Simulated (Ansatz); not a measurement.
Start from `F[SiH2]I` and change one atom or group to get `F[SiH2]Cl`.

Ansatz, PBE0-D4/def2-TZVP geometries, multiplicity 1. 

Elements past krypton have def2 core potentials.

```tsv
property	`F[SiH2]I`
HOMO energy (ωB97M-V/def2-TZVPP) / eV	-10.08
HOMO energy (PBE0/def2-TZVPP) / eV	-7.96
HOMO–LUMO gap (B3LYP/def2-TZVPP) / eV	6.93
LUMO energy (ωB97M-V/def2-TZVPP) / eV	1.26
HOMO energy (PBE/def2-TZVPP) / eV	-6.81
LUMO energy (PBE0/def2-TZVPP) / eV	-0.54
```

(1) Give the same properties after the change, and the shifts. (Best estimate.)

## Answers

(1) Ansatz gave: 
```json
{"property": "HOMO energy (ωB97M-V/def2-TZVPP) / eV", "`F[SiH2]Cl`": "-11.51", "shift": "-1.43"}
{"property": "HOMO energy (PBE0/def2-TZVPP) / eV", "`F[SiH2]Cl`": "-9.27", "shift": "-1.31"}
{"property": "HOMO–LUMO gap (B3LYP/def2-TZVPP) / eV", "`F[SiH2]Cl`": "8.85", "shift": "1.92"}
{"property": "LUMO energy (ωB97M-V/def2-TZVPP) / eV", "`F[SiH2]Cl`": "1.84", "shift": "0.58"}
{"property": "HOMO energy (PBE/def2-TZVPP) / eV", "`F[SiH2]Cl`": "-7.87", "shift": "-1.06"}
{"property": "LUMO energy (PBE0/def2-TZVPP) / eV", "`F[SiH2]Cl`": "0.05", "shift": "0.59"}
```

With PBE0 the HOMO falls by 1.31 eV and the LUMO rises by 0.59 eV, so the gap widens by about 1.90 eV. PBE moves the HOMO by -1.06 eV and ωB97M-V by -1.43 eV.

B3LYP here is the variant with VWN-RPA as its local correlation; programs differ in this.

Spin–orbit coupling is left out; it splits and shifts lone-pair levels of the heavy atoms by tenths of an eV.
